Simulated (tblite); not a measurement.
Species: C4H8BNO.
SMILES with atom numbers: `[CH3:1][B:2]([CH3:3])/[N:4]=[CH:5]\[CH:6]=[O:7]` (hydrogens: H8, H9, H10 on C1; H11, H12, H13 on C3; H14 on C5; H15 on C6)

Computed with GFN2-xTB (tblite), gas phase: L-BFGS steps from a force-field or distance-geometry start until the largest atomic force falls under 0.01 eV/Å.

Step 41: E = -566.0746 eV
```
atom  x, y, z in Å  |  force x, y, z in eV/Å
C1     -1.6939    0.6152    0.9879    0.058   0.076  -0.030
B2     -0.7378   -0.0544   -0.0750    0.217   0.070  -0.404
C3     -1.3485   -1.0300   -1.1879   -0.367   0.095   0.050
N4      0.5857    0.3903   -0.0032    1.057  -0.875  -0.471
C5      1.7729   -0.0525   -0.1319   -0.592  -0.101   0.340
C6      2.9748    0.7503    0.2569   -1.132  -0.291   0.485
O7      4.1081    0.4695    0.0185    0.706  -0.084  -0.391
H8     -1.6272    1.6781    0.7628    0.167   0.118   0.310
H9     -2.7315    0.3754    0.8688   -0.481  -0.391  -0.051
H10    -1.4317    0.4364    2.0219    0.134   0.191   0.130
H11    -1.1400   -0.8435   -2.2464    0.264  -0.050   0.406
H12    -2.4354   -1.0399   -1.0882    0.051  -0.025  -0.101
H13    -1.0187   -2.0442   -0.9212    0.099   0.295  -0.243
H14     2.0089   -1.1433   -0.3224   -0.203   0.816   0.341
H15     2.7097    1.5006    1.0377    0.023   0.158  -0.371
```

Step 42: E = -566.1394 eV
```
atom  x, y, z in Å  |  force x, y, z in eV/Å
C1     -1.6826    0.6218    0.9920   -0.148   0.004   0.081
B2     -0.7414   -0.0584   -0.0889    0.087   0.195  -0.129
C3     -1.3473   -1.0263   -1.1873   -0.277  -0.014  -0.137
N4      0.5872    0.3575   -0.0328    0.563  -0.588  -0.314
C5      1.7732   -0.0789   -0.1467   -0.726   0.424   0.584
C6      2.9389    0.7486    0.2674    0.053  -0.415   0.183
O7      4.0873    0.4762    0.0226   -0.210   0.258  -0.014
H8     -1.5874    1.6858    0.7762    0.061   0.055   0.244
H9     -2.7434    0.3974    0.9056    0.097  -0.245  -0.058
H10    -1.3933    0.4474    2.0252    0.063   0.135  -0.026
H11    -1.1161   -0.8379   -2.2338    0.275  -0.001   0.149
H12    -2.4279   -1.0643   -1.1198   -0.189   0.032  -0.001
H13    -0.9984   -2.0291   -0.9245    0.127   0.110  -0.169
H14     1.9874   -1.1471   -0.3197    0.104   0.185   0.209
H15     2.6593    1.5151    1.0428    0.119  -0.136  -0.601
```

Step 43: E = -566.1790 eV
```
atom  x, y, z in Å  |  force x, y, z in eV/Å
C1     -1.6760    0.6119    0.9896   -0.050   0.066   0.059
B2     -0.7297   -0.0550   -0.1011   -0.028   0.139  -0.107
C3     -1.3648   -1.0141   -1.1894   -0.276  -0.113  -0.193
N4      0.5989    0.3420   -0.0608    0.175  -0.443  -0.190
C5      1.7865   -0.0809   -0.1382   -0.651   0.142   0.572
C6      2.9344    0.7547    0.2754    0.315  -0.387  -0.016
O7      4.0810    0.4811    0.0204   -0.102   0.299   0.065
H8     -1.5876    1.6783    0.7808    0.022   0.050   0.207
H9     -2.7335    0.3738    0.8979    0.119  -0.213  -0.055
H10    -1.3889    0.4452    2.0236    0.081   0.074  -0.004
H11    -1.1329   -0.8432   -2.2377    0.219   0.074   0.102
H12    -2.4480   -1.0417   -1.1102   -0.061   0.040  -0.028
H13    -1.0190   -2.0210   -0.9361    0.082   0.107  -0.096
H14     2.0133   -1.1556   -0.2698    0.083   0.256   0.188
H15     2.6616    1.5325    1.0339    0.071  -0.092  -0.504
```

Step 44: E = -566.2403 eV
```
atom  x, y, z in Å  |  force x, y, z in eV/Å
C1     -1.6481    0.5885    0.9885    0.081   0.136  -0.053
B2     -0.7131   -0.0546   -0.1430   -0.320  -0.029  -0.076
C3     -1.4222   -0.9898   -1.2095   -0.085  -0.193  -0.111
N4      0.6127    0.2922   -0.1489    0.403  -0.429   0.125
C5      1.8145   -0.0931   -0.1115   -0.730  -0.373   0.549
C6      2.9315    0.7748    0.2917    0.760  -0.373  -0.368
O7      4.0882    0.5225    0.0397   -0.331   0.330   0.195
H8     -1.5677    1.6576    0.7854   -0.076   0.031   0.190
H9     -2.7032    0.3258    0.8978    0.249  -0.108  -0.028
H10    -1.3515    0.4292    2.0211    0.107  -0.013  -0.047
H11    -1.1887   -0.8498   -2.2580    0.112   0.187  -0.050
H12    -2.5027   -0.9847   -1.0970    0.001   0.030  -0.102
H13    -1.0848   -2.0012   -0.9633   -0.016   0.050  -0.007
H14     2.0832   -1.1882   -0.1192   -0.153   0.757   0.107
H15     2.6473    1.5787    1.0044   -0.003  -0.003  -0.325
```

Problem. Estimate the geometry and energy of step 45. (The exact step hangs on the optimiser's Hessian estimate; all steps are aligned on step 44, rigid shifts and turns removed.)

Solution. E = -566.2685 eV, largest force 1.041 eV/Å
```
atom  x, y, z in Å  |  force x, y, z in eV/Å
C1     -1.6583    0.5838    0.9838    0.230   0.132  -0.095
B2     -0.7101   -0.0393   -0.1539   -0.262  -0.098   0.111
C3     -1.4332   -0.9787   -1.2049    0.063  -0.143  -0.088
N4      0.6232    0.2721   -0.1506   -1.012   0.196   0.146
C5      1.8081   -0.0934   -0.0726    0.395  -0.464   0.372
C6      2.9424    0.7495    0.3006    0.686   0.145  -0.650
O7      4.0913    0.5178    0.0106   -0.103   0.042   0.159
H8     -1.5918    1.6588    0.8031   -0.190  -0.029   0.099
H9     -2.6973    0.2728    0.8625    0.240   0.072   0.079
H10    -1.3708    0.4323    2.0202    0.095  -0.112  -0.056
H11    -1.1737   -0.8472   -2.2446   -0.062   0.269  -0.232
H12    -2.5143   -0.9613   -1.0778    0.138  -0.041  -0.241
H13    -1.0823   -1.9879   -0.9745   -0.110  -0.007   0.132
H14     2.0825   -1.1539   -0.0882    0.008  -0.211   0.177
H15     2.6796    1.5825    0.9644   -0.116   0.250   0.087
```

The energy changes by -0.0283 eV. The first-order estimate −F·Δx gives -0.0961 eV and the mean of the old and new forces, exact on a quadratic surface, -0.0281 eV. The step makes an angle of 67° with the force vector and moves no atom by more than 0.064 Å.

The cost below is that of the whole relaxation. The run took 0.58 s of wall time on an Arm Neoverse V2 with one thread, on a shared host.
